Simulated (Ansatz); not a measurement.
Molecular dynamics of CH$_{6}$OSn

The input (input.yaml):

```yaml
crystal:
  periodic: [false, false, false]
  atoms:
    - { symbol: Sn, position_ang: [0.035325, -0.073255, -0.010233] }
    - { symbol: C, position_ang: [-0.019196, 0.001179, 2.152813] }
    - { symbol: H, position_ang: [-1.047204, -0.150134, 2.512562] }
    - { symbol: H, position_ang: [0.6265, -0.786866, 2.568423] }
    - { symbol: H, position_ang: [0.343286, 0.982109, 2.49171] }
    - { symbol: H, position_ang: [1.620311, 0.137517, -0.635247] }
    - { symbol: O, position_ang: [-0.934425, 1.517441, -0.756168] }
    - { symbol: H, position_ang: [-1.8946, 1.431138, -0.685088] }
    - { symbol: H, position_ang: [-0.712897, -1.51093, -0.613871] }
basis:
  gaussian: { orbitals: def2-SVP }
hamiltonian:
  xc: b3lyp
  dispersion: d4
md:
  timestep: 4.0
  n_steps: 40
  ensemble: nvt_langevin
  temperature: 300.0
  initial_velocities: maxwell_boltzmann
  seed: 517006
  friction: 0.02
```

Command:

```bash
$ ansatz run input.yaml --threads 1 --pin off --max-ram 2048MiB --backend cpu --events-out ev --progress --plain --runs-dir out
```

It starts from a relaxed structure.

Output, in part (step lines, the closing report, with atoms numbered from 0):

```
md step     0: t =     0.00 fs  T =   266.7 K  F+E_penalty+E_count = -9012.83213204 eV  E_kin = 0.310224 eV  (24 SCF iters)
md step     8: t =    32.00 fs  T = 18144879.1 K  F+E_penalty+E_count = -8984.45383251 eV  E_kin = 21108.663530 eV  (448 SCF iters)
md step     9: t =    36.00 fs  T = 15465778.3 K  F+E_penalty+E_count = -8984.60831088 eV  E_kin = 17991.958436 eV  (517 SCF iters)
md step    10: t =    40.00 fs  T = 13177790.2 K  F+E_penalty+E_count = -8984.53202502 eV  E_kin = 15330.250273 eV  (341 SCF iters)
md step    11: t =    44.00 fs  T = 11232876.3 K  F+E_penalty+E_count = -8984.46518222 eV  E_kin = 13067.654174 eV  (325 SCF iters)
md step    12: t =    48.00 fs  T = 9578294.2 K  F+E_penalty+E_count = -8984.54478535 eV  E_kin = 11142.812679 eV  (205 SCF iters)
md step    13: t =    52.00 fs  T = 8172702.3 K  F+E_penalty+E_count = -8984.58123825 eV  E_kin = 9507.631462 eV  (274 SCF iters)
md step    14: t =    56.00 fs  T = 6956958.3 K  F+E_penalty+E_count = -8984.46337548 eV  E_kin = 8093.307753 eV  (277 SCF iters)
[... lines left out ...]
md step    37: t =   148.00 fs  T = 177755.8 K  F+E_penalty+E_count = -8984.42629057 eV  E_kin = 206.790472 eV  (348 SCF iters)
md step    38: t =   152.00 fs  T = 151460.1 K  F+E_penalty+E_count = -8984.52226951 eV  E_kin = 176.199617 eV  (336 SCF iters)
md step    39: t =   156.00 fs  T = 129883.6 K  F+E_penalty+E_count = -8984.56486631 eV  E_kin = 151.098738 eV  (321 SCF iters)
md step    40: t =   160.00 fs  T = 112074.9 K  F+E_penalty+E_count = -8984.57051206 eV  E_kin = 130.381195 eV  (1329 SCF iters)
Total energy: -8984.57142762 eV, -330.1769100036 hartree
Atom 0 at    -0.119547     0.092507    -0.023706 Å, force    -0.240305    -0.098004    -0.860212 eV/Å
Atom 1 at    -2.071742    19.967748   -86.698532 Å, force     0.000005    -0.000006     0.000008 eV/Å
Atom 2 at   -25.920514   -11.059215    19.241185 Å, force     0.001170     0.001029    -0.002172 eV/Å
Atom 3 at    19.057014   -15.421246    14.594168 Å, force    -0.000030     0.000010    -0.000019 eV/Å
Atom 4 at    16.514378  -211.421021  1039.257402 Å, force     0.000000    -0.000001    -0.000002 eV/Å
Atom 5 at    -0.097793    -0.267920     1.569091 Å, force     0.119115    -0.436731     1.465904 eV/Å
Atom 6 at    -0.194164     1.863417    -0.507899 Å, force     0.053110     0.572007    -0.397221 eV/Å
Atom 7 at   -15.991270    -2.190842     0.633346 Å, force    -0.001117    -0.001071     0.002178 eV/Å
Atom 8 at    -0.298512    -1.318452    -0.984323 Å, force     0.068053    -0.037235    -0.208466 eV/Å
Dipole moment:    -0.090795     4.563108   -23.722262 e Å
```

The steps, from the saved trajectory:

| time (fs) | T (K) | potential energy less start (eV) |
| --- | --- | --- |
| 0.0 | 267 | 0.000 |
| 4.0 | 1856 | 0.827 |
| 8.0 | 6273 | 6.830 |
| 12.0 | 7818 | 12.278 |
| 16.0 | 21063 | 18.918 |
| 20.0 | 32373 | 21.326 |
| 24.0 | 6244968 | 110.362 |
| 28.0 | 21294977 | 28.577 |
| 32.0 | 18144879 | 28.378 |
| 36.0 | 15465778 | 28.224 |
| 40.0 | 13177790 | 28.300 |
| 44.0 | 11232876 | 28.367 |
| 48.0 | 9578294 | 28.287 |
| 52.0 | 8172702 | 28.251 |
| 56.0 | 6956958 | 28.369 |
| 60.0 | 5945709 | 28.473 |
| 64.0 | 5063865 | 28.536 |
| 68.0 | 4315694 | 28.493 |
| 72.0 | 3681125 | 28.394 |
| 76.0 | 3142785 | 28.264 |
| 80.0 | 2681887 | 28.272 |
| 84.0 | 2283637 | 28.346 |
| 88.0 | 1951816 | 28.315 |
| 92.0 | 1663833 | 28.255 |
| 96.0 | 1421039 | 28.237 |
| 100.0 | 1207900 | 28.372 |
| 104.0 | 1028966 | 28.376 |
| 108.0 | 875628 | 28.480 |
| 112.0 | 745288 | 28.272 |
| 116.0 | 632983 | 28.274 |
| 120.0 | 541536 | 28.187 |
| 124.0 | 460259 | 28.397 |
| 128.0 | 393250 | 28.257 |
| 132.0 | 334112 | 28.291 |
| 136.0 | 285843 | 28.212 |
| 140.0 | 244867 | 28.384 |
| 144.0 | 209188 | 28.340 |
| 148.0 | 177756 | 28.406 |
| 152.0 | 151460 | 28.310 |
| 156.0 | 129884 | 28.267 |
| 160.0 | 112075 | 28.262 |

The run went to its last step. The temperature shot up to 2.1e+07 K, far beyond the bath's, so the integration failed: the time step of 4 fs is too long for the fastest motions that this run met, and the later frames carry no physical meaning.

Parted: Sn1–C2 2.16 → 88.95 Å, C2–H3 1.10 → 112.94 Å, C2–H4 1.10 → 109.36 Å, C2–H5 1.10 → 1149.64 Å, O7–H8 0.97 → 16.35 Å. It ends as C + H + H + H + H + H2OSn. Pairs count as bonded within 1.25 times the sum of covalent radii (0.12 Å more for H–H).

Last frame:

```xyz
9
Properties=species:S:1:pos:R:3
Sn -0.119 0.092 -0.024
C -2.072 19.968 -86.698
H -25.921 -11.059 19.241
H 19.057 -15.421 14.594
H 16.514 -211.421 1039.257
H -0.098 -0.268 1.569
O -0.194 1.863 -0.508
H -15.991 -2.191 0.633
H -0.298 -1.319 -0.984
```

Time of the run: 9.8 min on 1 thread of Arm Neoverse V2 (shared host), peak memory 0.21 GiB.
